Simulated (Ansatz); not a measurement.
Harmonic vibrations of C₂H₇NOSi (`N[Si]1(O)CC1`) by finite differences.

```yaml
crystal:
  periodic: [false, false, false]
  atoms:
    - {symbol: N, position_ang: [-1.526629, -0.226593, 1.088756]}
    - {symbol: Si, position_ang: [0.054667, -0.215691, 0.451707]}
    - {symbol: O, position_ang: [1.088509, -0.992407, 1.459546]}
    - {symbol: C, position_ang: [0.802646, 1.075415, -0.582971]}
    - {symbol: C, position_ang: [0.278536, -0.220071, -1.352708]}
    - {symbol: H, position_ang: [-1.738548, 0.210312, 1.971271]}
    - {symbol: H, position_ang: [-2.314620, -0.202850, 0.463136]}
    - {symbol: H, position_ang: [0.769993, -1.825825, 1.812310]}
    - {symbol: H, position_ang: [0.262937, 1.988861, -0.815264]}
    - {symbol: H, position_ang: [1.878870, 1.218567, -0.612898]}
    - {symbol: H, position_ang: [-0.543470, -0.047530, -2.042348]}
    - {symbol: H, position_ang: [1.064108, -0.817490, -1.806538]}
basis:
  gaussian: {orbitals: def2-TZVP}
hamiltonian: {xc: pbe0, dispersion: d4}
phonons: {temperatures: {t_min: 298.15, t_max: 900, t_step: 200}}
```

```sh
$ ansatz run in.yaml --threads 4 --pin off --events-out ev --progress --plain
```

Shortened log:

```
Functional definition: PBE0
mean field -13596.79243664 eV, -499.6729058098 hartree, gradient 3.1e-5 eV, S^2 0.000000; 0 other end points of the search recorded, 0 dependent functions left out
mean field -13596.79221378 eV, -499.6728976195 hartree, gradient 2.3e-6 eV, S^2 0.000000; 0 other end points of the search recorded, 0 dependent functions left out
mean field -13596.79227567 eV, -499.6728998941 hartree, gradient 2.3e-6 eV, S^2 0.000000; 0 other end points of the search recorded, 0 dependent functions left out
mean field -13596.79239127 eV, -499.6729041424 hartree, gradient 2.3e-6 eV, S^2 0.000000; 0 other end points of the search recorded, 0 dependent functions left out
mean field -13596.79241433 eV, -499.6729049898 hartree, gradient 2.3e-6 eV, S^2 0.000000; 0 other end points of the search recorded, 0 dependent functions left out
mean field -13596.79225908 eV, -499.6728992844 hartree, gradient 2.3e-6 eV, S^2 0.000000; 0 other end points of the search recorded, 0 dependent functions left out
mean field -13596.79222961 eV, -499.6728982015 hartree, gradient 2.3e-6 eV, S^2 0.000000; 0 other end points of the search recorded, 0 dependent functions left out
mean field -13596.79229913 eV, -499.6729007562 hartree, gradient 2.3e-6 eV, S^2 0.000000; 0 other end points of the search recorded, 0 dependent functions left out
mean field -13596.79228544 eV, -499.6729002533 hartree, gradient 2.3e-6 eV, S^2 0.000000; 0 other end points of the search recorded, 0 dependent functions left out
mean field -13596.79234132 eV, -499.6729023067 hartree, gradient 2.3e-6 eV, S^2 0.000000; 0 other end points of the search recorded, 0 dependent functions left out
mean field -13596.79235633 eV, -499.6729028584 hartree, gradient 2.3e-6 eV, S^2 0.000000; 0 other end points of the search recorded, 0 dependent functions left out
mean field -13596.79228739 eV, -499.6729003248 hartree, gradient 2.3e-6 eV, S^2 0.000000; 0 other end points of the search recorded, 0 dependent functions left out
mean field -13596.79228739 eV, -499.6729003246 hartree, gradient 2.3e-6 eV, S^2 0.000000; 0 other end points of the search recorded, 0 dependent functions left out
mean field -13596.79238992 eV, -499.6729040925 hartree, gradient 2.3e-6 eV, S^2 0.000000; 0 other end points of the search recorded, 0 dependent functions left out
mean field -13596.79235405 eV, -499.6729027744 hartree, gradient 2.3e-6 eV, S^2 0.000000; 0 other end points of the search recorded, 0 dependent functions left out
mean field -13596.79226867 eV, -499.6728996369 hartree, gradient 2.3e-6 eV, S^2 0.000000; 0 other end points of the search recorded, 0 dependent functions left out
mean field -13596.79229932 eV, -499.6729007630 hartree, gradient 2.3e-6 eV, S^2 0.000000; 0 other end points of the search recorded, 0 dependent functions left out
mean field -13596.79239710 eV, -499.6729043566 hartree, gradient 2.3e-6 eV, S^2 0.000000; 0 other end points of the search recorded, 0 dependent functions left out
mean field -13596.79234477 eV, -499.6729024335 hartree, gradient 2.3e-6 eV, S^2 0.000000; 0 other end points of the search recorded, 0 dependent functions left out
mean field -13596.79226848 eV, -499.6728996299 hartree, gradient 2.3e-6 eV, S^2 0.000000; 0 other end points of the search recorded, 0 dependent functions left out
mean field -13596.79225765 eV, -499.6728992319 hartree, gradient 2.3e-6 eV, S^2 0.000000; 0 other end points of the search recorded, 0 dependent functions left out
mean field -13596.79229687 eV, -499.6729006731 hartree, gradient 2.3e-6 eV, S^2 0.000000; 0 other end points of the search recorded, 0 dependent functions left out
mean field -13596.79226043 eV, -499.6728993339 hartree, gradient 2.3e-6 eV, S^2 0.000000; 0 other end points of the search recorded, 0 dependent functions left out
mean field -13596.79235994 eV, -499.6729029908 hartree, gradient 2.3e-6 eV, S^2 0.000000; 0 other end points of the search recorded, 0 dependent functions left out
mean field -13596.79239200 eV, -499.6729041689 hartree, gradient 2.3e-6 eV, S^2 0.000000; 0 other end points of the search recorded, 0 dependent functions left out
mean field -13596.79229673 eV, -499.6729006681 hartree, gradient 2.3e-6 eV, S^2 0.000000; 0 other end points of the search recorded, 0 dependent functions left out
mean field -13596.79227634 eV, -499.6728999187 hartree, gradient 2.3e-6 eV, S^2 0.000000; 0 other end points of the search recorded, 0 dependent functions left out
mean field -13596.79234658 eV, -499.6729025000 hartree, gradient 2.3e-6 eV, S^2 0.000000; 0 other end points of the search recorded, 0 dependent functions left out
mean field -13596.79235201 eV, -499.6729026993 hartree, gradient 2.3e-6 eV, S^2 0.000000; 0 other end points of the search recorded, 0 dependent functions left out
mean field -13596.79226072 eV, -499.6728993445 hartree, gradient 2.3e-6 eV, S^2 0.000000; 0 other end points of the search recorded, 0 dependent functions left out
mean field -13596.79230779 eV, -499.6729010744 hartree, gradient 2.3e-6 eV, S^2 0.000000; 0 other end points of the search recorded, 0 dependent functions left out
mean field -13596.79240740 eV, -499.6729047350 hartree, gradient 2.3e-6 eV, S^2 0.000000; 0 other end points of the search recorded, 0 dependent functions left out
mean field -13596.79242351 eV, -499.6729053271 hartree, gradient 2.3e-6 eV, S^2 0.000000; 0 other end points of the search recorded, 0 dependent functions left out
mean field -13596.79241762 eV, -499.6729051107 hartree, gradient 2.3e-6 eV, S^2 0.000000; 0 other end points of the search recorded, 0 dependent functions left out
mean field -13596.79240144 eV, -499.6729045162 hartree, gradient 2.3e-6 eV, S^2 0.000000; 0 other end points of the search recorded, 0 dependent functions left out
mean field -13596.79233883 eV, -499.6729022153 hartree, gradient 2.3e-6 eV, S^2 0.000000; 0 other end points of the search recorded, 0 dependent functions left out
mean field -13596.79230696 eV, -499.6729010440 hartree, gradient 2.3e-6 eV, S^2 0.000000; 0 other end points of the search recorded, 0 dependent functions left out
mean field -13596.79232777 eV, -499.6729018089 hartree, gradient 2.3e-6 eV, S^2 0.000000; 0 other end points of the search recorded, 0 dependent functions left out
mean field -13596.79235614 eV, -499.6729028514 hartree, gradient 2.3e-6 eV, S^2 0.000000; 0 other end points of the search recorded, 0 dependent functions left out
mean field -13596.79243380 eV, -499.6729057053 hartree, gradient 2.3e-6 eV, S^2 0.000000; 0 other end points of the search recorded, 0 dependent functions left out
mean field -13596.79243376 eV, -499.6729057038 hartree, gradient 2.3e-6 eV, S^2 0.000000; 0 other end points of the search recorded, 0 dependent functions left out
mean field -13596.79237033 eV, -499.6729033729 hartree, gradient 2.3e-6 eV, S^2 0.000000; 0 other end points of the search recorded, 0 dependent functions left out
mean field -13596.79237232 eV, -499.6729034458 hartree, gradient 2.3e-6 eV, S^2 0.000000; 0 other end points of the search recorded, 0 dependent functions left out
mean field -13596.79241879 eV, -499.6729051535 hartree, gradient 2.3e-6 eV, S^2 0.000000; 0 other end points of the search recorded, 0 dependent functions left out
mean field -13596.79241174 eV, -499.6729048945 hartree, gradient 2.3e-6 eV, S^2 0.000000; 0 other end points of the search recorded, 0 dependent functions left out
mean field -13596.79230975 eV, -499.6729011464 hartree, gradient 2.3e-6 eV, S^2 0.000000; 0 other end points of the search recorded, 0 dependent functions left out
mean field -13596.79231032 eV, -499.6729011673 hartree, gradient 2.3e-6 eV, S^2 0.000000; 0 other end points of the search recorded, 0 dependent functions left out
mean field -13596.79240966 eV, -499.6729048182 hartree, gradient 2.3e-6 eV, S^2 0.000000; 0 other end points of the search recorded, 0 dependent functions left out
mean field -13596.79240935 eV, -499.6729048066 hartree, gradient 2.3e-6 eV, S^2 0.000000; 0 other end points of the search recorded, 0 dependent functions left out
mean field -13596.79240427 eV, -499.6729046199 hartree, gradient 2.3e-6 eV, S^2 0.000000; 0 other end points of the search recorded, 0 dependent functions left out
mean field -13596.79239539 eV, -499.6729042936 hartree, gradient 2.3e-6 eV, S^2 0.000000; 0 other end points of the search recorded, 0 dependent functions left out
mean field -13596.79236645 eV, -499.6729032301 hartree, gradient 2.3e-6 eV, S^2 0.000000; 0 other end points of the search recorded, 0 dependent functions left out
mean field -13596.79234844 eV, -499.6729025683 hartree, gradient 2.3e-6 eV, S^2 0.000000; 0 other end points of the search recorded, 0 dependent functions left out
mean field -13596.79242245 eV, -499.6729052881 hartree, gradient 2.3e-6 eV, S^2 0.000000; 0 other end points of the search recorded, 0 dependent functions left out
mean field -13596.79242308 eV, -499.6729053111 hartree, gradient 2.3e-6 eV, S^2 0.000000; 0 other end points of the search recorded, 0 dependent functions left out
mean field -13596.79233499 eV, -499.6729020739 hartree, gradient 2.3e-6 eV, S^2 0.000000; 0 other end points of the search recorded, 0 dependent functions left out
mean field -13596.79232639 eV, -499.6729017582 hartree, gradient 2.3e-6 eV, S^2 0.000000; 0 other end points of the search recorded, 0 dependent functions left out
mean field -13596.79242476 eV, -499.6729053730 hartree, gradient 2.3e-6 eV, S^2 0.000000; 0 other end points of the search recorded, 0 dependent functions left out
mean field -13596.79241876 eV, -499.6729051526 hartree, gradient 2.3e-6 eV, S^2 0.000000; 0 other end points of the search recorded, 0 dependent functions left out
mean field -13596.79242473 eV, -499.6729053718 hartree, gradient 2.3e-6 eV, S^2 0.000000; 0 other end points of the search recorded, 0 dependent functions left out
mean field -13596.79243037 eV, -499.6729055793 hartree, gradient 2.3e-6 eV, S^2 0.000000; 0 other end points of the search recorded, 0 dependent functions left out
mean field -13596.79237211 eV, -499.6729034383 hartree, gradient 2.3e-6 eV, S^2 0.000000; 0 other end points of the search recorded, 0 dependent functions left out
mean field -13596.79236973 eV, -499.6729033507 hartree, gradient 2.3e-6 eV, S^2 0.000000; 0 other end points of the search recorded, 0 dependent functions left out
mean field -13596.79242570 eV, -499.6729054075 hartree, gradient 2.3e-6 eV, S^2 0.000000; 0 other end points of the search recorded, 0 dependent functions left out
mean field -13596.79241821 eV, -499.6729051322 hartree, gradient 2.3e-6 eV, S^2 0.000000; 0 other end points of the search recorded, 0 dependent functions left out
mean field -13596.79237964 eV, -499.6729037148 hartree, gradient 2.3e-6 eV, S^2 0.000000; 0 other end points of the search recorded, 0 dependent functions left out
mean field -13596.79239630 eV, -499.6729043272 hartree, gradient 2.3e-6 eV, S^2 0.000000; 0 other end points of the search recorded, 0 dependent functions left out
mean field -13596.79237272 eV, -499.6729034604 hartree, gradient 2.3e-6 eV, S^2 0.000000; 0 other end points of the search recorded, 0 dependent functions left out
mean field -13596.79237417 eV, -499.6729035139 hartree, gradient 2.3e-6 eV, S^2 0.000000; 0 other end points of the search recorded, 0 dependent functions left out
mean field -13596.79239269 eV, -499.6729041946 hartree, gradient 2.3e-6 eV, S^2 0.000000; 0 other end points of the search recorded, 0 dependent functions left out
mean field -13596.79240227 eV, -499.6729045466 hartree, gradient 2.3e-6 eV, S^2 0.000000; 0 other end points of the search recorded, 0 dependent functions left out
mean field -13596.79240409 eV, -499.6729046134 hartree, gradient 2.3e-6 eV, S^2 0.000000; 0 other end points of the search recorded, 0 dependent functions left out
mean field -13596.79241413 eV, -499.6729049825 hartree, gradient 2.3e-6 eV, S^2 0.000000; 0 other end points of the search recorded, 0 dependent functions left out
Total energy: -13596.99857669 eV, -499.6804813167 hartree
Atom 0 at    -1.526629    -0.226593     1.088756 Å, force    -0.000757    -0.000204    -0.002753 eV/Å
Atom 1 at     0.054667    -0.215691     0.451707 Å, force     0.000154    -0.001368     0.000151 eV/Å
Atom 2 at     1.088509    -0.992407     1.459546 Å, force    -0.000926    -0.000114     0.000133 eV/Å
Atom 3 at     0.802646     1.075415    -0.582971 Å, force    -0.002173     0.001617    -0.000401 eV/Å
Atom 4 at     0.278536    -0.220071    -1.352708 Å, force     0.001755    -0.001974    -0.000484 eV/Å
Atom 5 at    -1.738548     0.210312     1.971271 Å, force     0.000050     0.000911     0.000719 eV/Å
Atom 6 at    -2.314620    -0.202850     0.463136 Å, force     0.000435    -0.000064     0.000840 eV/Å
Atom 7 at     0.769993    -1.825825     1.812310 Å, force     0.001893     0.000720    -0.000208 eV/Å
Atom 8 at     0.262937     1.988861    -0.815264 Å, force     0.000494     0.000750     0.001382 eV/Å
Atom 9 at     1.878870     1.218567    -0.612898 Å, force    -0.000103    -0.000670    -0.000104 eV/Å
Atom 10 at    -0.543470    -0.047530    -2.042348 Å, force     0.000324     0.001716    -0.000065 eV/Å
Atom 11 at     1.064108    -0.817490    -1.806538 Å, force    -0.001147    -0.001322     0.000790 eV/Å
Dipole moment:    -0.425179    -0.081495     0.130418 e Å
Vibrations: 189.05 205.22 219.16 258.49 304.32 365.11 395.96 560.11 613.50 701.56 715.70 809.72 829.69 843.90 876.08 956.97 971.86 1033.63 1041.59 1179.84 1405.11 1422.85 1575.77 3121.05 3126.97 3191.40 3207.90 3606.42 3703.66 3903.41 cm⁻¹, zero-point energy 2.562506 eV
```

Hardware: 4 threads of a server CPU on a shared host. Wall time 110 s, peak host memory 0.54 GiB.
